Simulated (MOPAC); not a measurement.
MOPAC input (PM7):

```
PM7 PRECISE GNORM=0.05 LET XYZ UHF MS=0.5 GEO-OK AUX(PRECISION=9) THREADS=1
CH6BO2Si

C    -2.25265600 1   -0.08129700 1    0.34770100 1
Si   -0.65981400 1   -0.97479900 1    0.06428500 1
B     0.87152600 1    0.36639900 1   -0.12129300 1
O     2.13189400 1   -0.09711600 1   -0.33593600 1
O     0.68261500 1    1.72006700 1   -0.03840300 1
H    -2.89805700 1    0.24225300 1   -0.46196700 1
H    -2.61773700 1    0.17118300 1    1.33752900 1
H    -0.76424700 1   -1.79046200 1   -1.17311300 1
H    -0.39327900 1   -1.88451400 1    1.20828800 1
H     2.78703200 1    0.61039700 1   -0.41004800 1
H    -0.23408200 1    1.97050900 1    0.11428900 1
```

From the output:

```
                                                       MOPAC v23.2.5 Linux

          FINAL HEAT OF FORMATION =       -119.91942 KCAL/MOL =    -501.74287 KJ/MOL

          COSMO AREA              =        131.23 SQUARE ANGSTROMS
          COSMO VOLUME            =        121.48 CUBIC ANGSTROMS

          GRADIENT NORM           =          0.03714          =       0.01120 PER ATOM
          IONIZATION POTENTIAL    =          9.371742 EV
          ALPHA SOMO LUMO (EV)    =         -9.372  0.012
          BETA  SOMO LUMO (EV)    =        -10.268 -0.197
          NO. OF ALPHA ELECTRONS  =         15
          NO. OF BETA  ELECTRONS  =         14
          MOLECULAR WEIGHT        =         88.9527         POINT GROUP:  Cs

          MOLECULAR DIMENSIONS (Angstroms)

            Atom       Atom       Distance
            H    10    H     6     5.62698
            H    11    H     9     4.22189
            H     8    H     7     2.94741

          SCF CALCULATIONS        =         32

   ATOM   CHEMICAL          X               Y               Z
  NUMBER   SYMBOL      (ANGSTROMS)     (ANGSTROMS)     (ANGSTROMS)

     1       C         -2.19856065  *  -0.11004621  *   0.33814556  *
     2      Si         -0.67162348  *  -1.01297827  *   0.06459997  *
     3       B          0.79585826  *   0.36685094  *  -0.10948325  *
     4       O          2.08239003  *  -0.10981446  *  -0.32871631  *
     5       O          0.69222837  *   1.76364306  *  -0.03818682  *
     6       H         -2.83837306  *   0.22249711  *  -0.46466161  *
     7       H         -2.56027519  *   0.15200740  *   1.32046501  *
     8       H         -0.72943549  *  -1.78313921  *  -1.16845993  *
     9       H         -0.36143025  *  -1.87646451  *   1.19387509  *
    10       H          2.77836921  *   0.55744570  *  -0.41078192  *
    11       H         -0.12688662  *   2.22330030  *   0.10756245  *

                             CARTESIAN COORDINATES

   1    C       -2.198560655    -0.110046206     0.338145557
   2   Si       -0.671623480    -1.012978270     0.064599965
   3    B        0.795858264     0.366850942    -0.109483245
   4    O        2.082390033    -0.109814460    -0.328716313
   5    O        0.692228368     1.763643058    -0.038186819
   6    H       -2.838373064     0.222497112    -0.464661608
   7    H       -2.560275186     0.152007396     1.320465012
   8    H       -0.729435488    -1.783139207    -1.168459934
   9    H       -0.361430247    -1.876464510     1.193875095
  10    H        2.778369211     0.557445700    -0.410781918
  11    H       -0.126886621     2.223300300     0.107562450

           Empirical Formula: C H6 O2 Si B  =    11 atoms

      MOLECULAR POINT GROUP   :   Cs

          ALPHA EIGENVALUES
 -29.22013 -29.06359 -24.11554 -18.47985 -18.16201 -16.36715 -14.69329 -14.04449
 -13.67439 -13.08656 -12.41156 -12.12204 -11.92017 -10.92995  -9.37174   0.01184
   0.94654   2.02003   2.63178   2.96229   3.10400   5.79250   5.91343   6.20992
   6.32282   7.97845  21.50628  21.61145  22.20402  22.23545  22.75982

           BETA EIGENVALUES
 -29.21868 -29.05550 -23.68080 -18.47077 -18.12592 -16.26023 -14.45617 -13.97821
 -13.65963 -13.07674 -12.09056 -12.07427 -11.90273 -10.26768  -0.19667   0.01497
   1.29300   2.19199   2.71738   2.98270   3.06507   5.80594   6.09303   6.19367
   6.58364   8.01389  21.51677  21.59744  22.22879  22.33599  22.77081

              NET ATOMIC CHARGES AND DIPOLE CONTRIBUTIONS

  ATOM NO.   TYPE          CHARGE      No. of ELECS.   s-Pop       p-Pop       d-Pop
    1          C          -0.436952        4.4370     1.14714     3.28981
    2         Si           0.065616        3.9344     0.88688     2.91347     0.13403
    3          B           0.445934        2.5541     0.74962     1.80445
    4          O          -0.529721        6.5297     1.77127     4.75845
    5          O          -0.618222        6.6182     1.75480     4.86342
    6          H           0.147193        0.8528     0.85281
    7          H           0.147195        0.8528     0.85281
    8          H           0.040047        0.9600     0.95995
    9          H           0.040053        0.9599     0.95995
   10          H           0.338808        0.6612     0.66119
   11          H           0.360051        0.6399     0.63995
 DIPOLE           X         Y         Z       TOTAL
 POINT-CHG.    -0.971     0.053     0.153     0.985
 HYBRID         0.131     1.431     0.036     1.438
 SUM           -0.840     1.484     0.189     1.716

          ATOMIC ORBITAL ELECTRON POPULATIONS

     Atom    s        px        py        pz      x^2-y^2     xz        z^2       yz        xy
    1  C   1.14714   1.11314   1.03951   1.13716
    2 Si   0.88688   0.87820   0.99232   1.04295   0.02262   0.01762   0.02379   0.03617   0.03384
    3  B   0.74962   0.74686   0.67568   0.38190
    4  O   1.77127   1.39426   1.57428   1.78991
    5  O   1.75480   1.54622   1.49768   1.81952
    6  H   0.85281
    7  H   0.85281
    8  H   0.95995
    9  H   0.95995
   10  H   0.66119
   11  H   0.63995

                    (SZ)    =    0.500000
                    (S**2)  =    0.755913

          ATOMIC ORBITAL SPIN POPULATIONS

    Atom   Total    s     px     py     pz   x^2-y^2  xz     z^2    yz     xy
         Atomic
    1  C  1.0508  0.026  0.282  0.709  0.034
    2 Si -0.0815 -0.009 -0.048 -0.032 -0.007  0.008  0.000  0.001  0.000  0.005
    3  B  0.0599  0.020  0.020  0.020 -0.000
    4  O  0.0029  0.001  0.001  0.001  0.000
    5  O  0.0027  0.001  0.000  0.001  0.000
    6  H -0.0289 -0.029
    7  H -0.0289 -0.029
    8  H  0.0097  0.010
    9  H  0.0097  0.010
   10  H  0.0033  0.003
   11  H  0.0003  0.000

 **********************
 *                    *
 * JOB ENDED NORMALLY *
 *                    *
 **********************

 == MOPAC DONE ==
```

The geometry given is a B3LYP-D3(BJ)/def2-TZVP minimum.
